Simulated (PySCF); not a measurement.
Predicted microwave data (PySCF 2.14.0, PBE0-D3(BJ)/def2-SVP geometry optimisation, gas phase) for one isomer of C3H9As:

| Item | Value |
| --- | --- |
| Rotational constants | A = 9992, B = 2676, C = 2251 MHz |
| Dipole components | \|μa\| = 0.17 D, \|μb\| = 1.09 D, \|μc\| = 0.23 D |
| Inertial defect | -14.93 u·Å² |
| κ | -0.89 |

Question: Which candidate fits, each taken in the one conformer that was computed?
A. `[CH3:1][CH2:2][AsH:3][CH3:4]` with C1–C2–As3–C4 -168°
B. `C[As](C)C`

Answer: A. It is CC[AsH]C, an asymmetric top, point group C1. The candidates at the same level (rigid rotor, commonest isotopes):

```tsv
SMILES	A (MHz)	B (MHz)	C (MHz)	μa (D)	μb (D)	μc (D)	Δ (u·Å²)	point group	rotor
C[As](C)C	4716	4712	3425	0.00	0.00	1.03	-66.86	C3v	oblate symmetric top
CC[AsH]C	9992	2676	2251	0.17	1.09	0.23	-14.93	C1	asymmetric top
```

`C[As](C)C` has B 76 % too high. No structure here is proved a minimum.
